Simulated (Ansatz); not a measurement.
A run for Ansatz (an electronic-structure program): R-CCSD(T)/cc-pV(D+d)Z on C2H8Si (SMILES CC[SiH3]), a point of a torsion scan. Files ending in .json are basis or fitting sets from the Basis Set Exchange.

Ansatz 0.2 input:
```yaml
crystal:
  periodic: [false, false, false]
  atoms:
    - {symbol: C, position_ang: [-1.27944500, 0.59376657, -0.14155574]}
    - {symbol: C, position_ang: [-0.34907998, -0.61722490, 0.02641409]}
    - {symbol: Si, position_ang: [-0.49099810, -1.89029884, -1.37984828]}
    - {symbol: H, position_ang: [-1.96967925, 0.67568015, 0.69500042]}
    - {symbol: H, position_ang: [-0.71104967, 1.51958965, -0.19376559]}
    - {symbol: H, position_ang: [-1.87424115, 0.52398993, -1.05016814]}
    - {symbol: H, position_ang: [0.68479642, -0.27596521, 0.09656945]}
    - {symbol: H, position_ang: [-0.55918405, -1.10953691, 0.97706954]}
    - {symbol: H, position_ang: [-1.86869126, -2.38328565, -1.45035415]}
    - {symbol: H, position_ang: [-0.14444631, -1.24975732, -2.65093602]}
    - {symbol: H, position_ang: [0.42296154, -3.00403094, -1.11886743]}
basis:
  gaussian:
    orbitals: cc-pV_D+d_Z.json
magnetization: {spin_polarized: false}
correlation: {method: ccsd_t, electrons: outside_noble_gas}
scf: {lower_state_search: off}
```

The head of its log:

```
WARN ansatz: RAYON_NUM_THREADS=1 ignored (pool sized by the plan → 1); use --threads N
Functional definition: HF
these checks for a lower state are left out or cut short: stability, starts, cluster_reference, orbital_swaps, neighbouring_geometries, increment
integrals: 0.09 GiB planned
860 factors; integrals over basis functions are off by at most 1.2e-3 eV
mean field: 0.20 GiB planned
mean field evaluation 1: about -10047.8261 eV, gradient 2.5e1 eV
mean field evaluation 2: about -10047.9076 eV, gradient 2.5e1 eV
mean field evaluation 4: about -10049.8517 eV, gradient 2.9e0 eV
mean field evaluation 8: about -10049.8821 eV, gradient 3.3e-4 eV
mean field -10049.88207420 eV, -369.3263541723 hartree, gradient 3.4e-6 eV, S^2 0.000000; 0 other end points of the search recorded, 0 dependent functions left out
7 core orbitals not correlated
reference -10049.88207420 eV, -369.3263541723 hartree; 10, 10 occupied and 74, 74 virtual orbitals, 860 factors
```

**Question.** What total energy does the run end on?

**Answer.** -369.7958 hartree (reference determinant -369.3264, T1 diagnostic 0.008).
